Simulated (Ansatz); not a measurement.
A structure relaxed at r2SCAN-D4/def2-TZVP in Ansatz, charge 0, doublet:

```xyz
3

Rh   -0.3777   -0.4711   -1.2283
Rh   -0.7742    0.9129    0.6506
Rh    1.1519   -0.4418    0.5777
```

Question: Give its formula.

Answer: the cluster Rh₃.

Question: Summarise the bond lengths by kind (pairs closer than 1.2 times the sum of covalent radii, bridged metal pairs left out).

Answer: 3 × Rh–Rh 2.36 to 2.37 Å.

In the def2 sets Rh takes a core potential; there is no spin–orbit coupling. The charge 0 doublet is spin-contaminated (final ⟨S²⟩ up to 1.95, 0.75 for a pure state). The relaxation made no stability test and no search for a lower SCF solution. At r2SCAN-D4/def2-TZVP a sextet of charge 0 lies 0.38 eV below the doublet, each at its own geometry. The structure comes from a short search, and lower isomers may exist.
